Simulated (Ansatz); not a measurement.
Species: BNH, charge -1, singlet. BNH- (parent SMILES B=[N], singlet).
B3LYP-D3(BJ)/def2-TZVP minimum from Ansatz (a quantum-chemistry and plane-wave program):
```xyz
3

B      0.0000     0.0000    -0.5880
N      0.0000     0.0000     0.6732
H      0.0000     0.0000    -1.7723
```
Charge -1, spin multiplicity 1.

Total energies in aug-cc-pVTZ, 10 correlated electrons, 2 frozen orbitals. Radicals and triplets start from unrestricted determinants; spin-orbit coupling is neglected. Cores are frozen in correlated methods. No relativity. The spin of HBN- (parent SMILES B=[N], singlet) was assumed, and the state is the lowest solution found for it.

```tsv
method	program	energy (Eh)	minus CCSDT(Q) (mEh)
HF	Ansatz	-79.70378	352.41
MP2	Ansatz	-80.03440	21.79
CCSD	Ansatz	-80.03522	20.98
CCSD(T)	Ansatz	-80.05455	1.64
CCSDT(Q)	Ansatz	-80.05619	0.00
```

Rough core times of Ansatz's runs on a shared machine: CCSD(T) under 20 s, CCSDT(Q) 6 min.
